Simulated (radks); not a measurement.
The numbers below are computed, except where a source is named.
How relativity changes the ionisation of the thulium ion Tm3+ ([Xe] 4f12) to Tm4+ ([Xe] 4f11). Spin-unpolarised spherical Kohn-Sham, PBE, point nucleus unless stated (finite: rms radius 5.2256 fm), a radial shooting solver on a logarithmic mesh with Libxc functionals. A level marked "c x" has the speed of light scaled by that factor and shares open shells by 2j + 1; other Dirac levels either fill j = l - 1/2 first or share by 2j + 1.

| level | E(Tm3+) (hartree) | E(Tm4+) (hartree) | IE (eV) | HOMO | <r> HOMO (bohr) |
|---|---|---|---|---|---|
| non-rel. | -12942.1503 | -12940.2618 | 51.388 | 4f | 0.7192 |
| scalar-rel. | -13565.8165 | -13564.1239 | 46.059 | 4f | 0.7488 |
| scalar-rel., finite nucleus | -13564.3534 | -13562.6607 | 46.061 | 4f | 0.7487 |
| Dirac, 2j+1 shares | -13580.5134 | -13578.8255 | 45.930 | 4f7/2 | 0.7552 |
| Dirac, low j first | -13580.5535 | -13578.8893 | 45.286 | 4f7/2 | 0.7558 |
| Dirac, 2j+1 shares, finite nucleus | -13579.0393 | -13577.3514 | 45.932 | 4f7/2 | 0.7552 |
| Dirac, c x 0.75 | -14231.6111 | -14230.0750 | 41.798 | 4f7/2 | 0.7911 |
| Dirac, c x 1.5 | -13204.9840 | -13203.1852 | 48.948 | 4f7/2 | 0.7341 |
| Dirac, c x 5 | -12964.6508 | -12962.7704 | 51.168 | 4f7/2 | 0.7205 |

NIST Atomic Spectra Database: 42.41 eV (semi-empirical). The relativistic part of the total energy of Tm3+ is -636.9 hartree (Dirac, 2j+1 shares, finite nucleus), 4.9 % of the non-relativistic value. Spin polarisation and multiplet splitting of open shells are left out at every level.

Beside tabulated values, note that relativity, absent from the non-relativistic runs, is large for the heavy elements, and spin-unpolarised runs miss the spin-polarisation part of the exchange energy of open shells. No tabulated value is given for the 4+ ions of Nd, Pm and Eu to Yb, where it belongs to another shell than the one emptied here.
